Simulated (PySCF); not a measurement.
C4H9NSSi2.
Cartesian coordinates in Å at the PBE0-D3(BJ)/def2-SVP level; atoms count from 1:
```
atom  x, y, z in Å
Si1   -1.8492    1.0403    0.3898
N2    -1.0466   -0.4685   -0.0618
Si3   -1.9376   -1.9281   -0.5110
C4     0.3481   -0.4725   -0.0473
C5     1.2086    0.5044    0.4086
C6     2.5782    0.1507    0.2508
C7     2.7576   -1.0793   -0.3152
S8     1.2475   -1.8281   -0.6774
H9    -1.5460    1.4027    1.8073
H10   -3.3113    0.8199    0.2246
H11   -1.3817    2.1522   -0.4899
H12   -3.3842   -1.6102   -0.3713
H13   -1.5604   -3.0608    0.3854
H14   -1.6287   -2.3167   -1.9199
H15    0.8763    1.4435    0.8532
H16    3.4058    0.7931    0.5550
H17    3.6866   -1.5986   -0.5428
```

NICS = −σ at a ghost point: NICS(0) at the centroid of the ring atoms, NICS(1) 1 Å to either side along the normal of their mean plane, zz for the tensor component along that normal. Level: GIAO B3LYP/pcSseg-1 (PySCF, non-relativistic, gas phase) on the PBE0-D3(BJ)/def2-SVP geometry, one conformer.

Ring bond lengths (Å): C4–C5 1.379, C5–C6 1.423, C6–C7 1.366, C7–S8 1.724, S8–C4 1.745.

**Question.** Give the NICS values of each ring in ppm.

**Answer.** 
```
          ring                                               type  NICS(0)  NICS(1), two faces  NICS(1)zz, two faces  rms pucker (Å)  centre to ring atoms, mean (Å)
C4–C5–C6–C7–S8  5-membered ring with S; formal bonds all aromatic    -12.6       -10.3 / -10.2         -23.2 / -22.9            0.00                            1.29
```

**Question.** What can be read from them?

**Answer.** 
- C4–C5–C6–C7–S8: mean NICS(1)zz -23.0 ppm, shielded, aromatic by this magnetic criterion (flat ring, no four-coordinate atom).

**Question.** And the bond-length index? Use HOMA with the parameters of Krygowski (1993).

**Answer.** 
- C4–C5–C6–C7–S8: HOMA 0.78; the largest term is that of S8–C4, α(R − Ropt)² = 0.43. The geometric and the magnetic index point the same way.

**Question.** At the first NICS(1) probe listed for ring C4–C5–C6–C7–S8, 1 Å off the ring, what do the in-plane components average?

**Answer.** The isotropic value is a third of the trace: (3 × -10.3 − (-23.2))/2 = -3.9 ppm.

**Question.** What are the shieldings of the ring atoms and their hydrogens in the same run (means over atoms taken as equivalent)?

**Answer.** 
```tsv
atoms	environment	σ isotropic (ppm)
C4	aromatic carbon bearing nitrogen	14.2
C5	aromatic CH carbon	68.3
C6	aromatic CH carbon	47.7
C7	aromatic CH next to a ring sulfur	58.6
S8	thiophene-type sulfur	277.7
H15	aromatic hydrogen	25.18
H16	aromatic hydrogen	24.61
H17	aromatic hydrogen	25.02
```

**Question.** How do the values depend on the level or the medium?

**Answer.** 
| level | NICS(0), C4–C5–C6–C7–S8 | mean NICS(1)zz, C4–C5–C6–C7–S8 |
| --- | --- | --- |
| B3LYP/pcSseg-1, gas | -12.6 | -23.0 |
| PBE0/pcSseg-1, gas | -12.8 | -23.5 |
| PBE0/pcSseg-1, IEF-PCM benzene | -12.7 | -23.4 |
| PBE0/pcSseg-1, IEF-PCM chloroform | -12.6 | -23.4 |

The geometry is the same throughout; the continuum's cavity takes Bondi-type radii × 1.2.
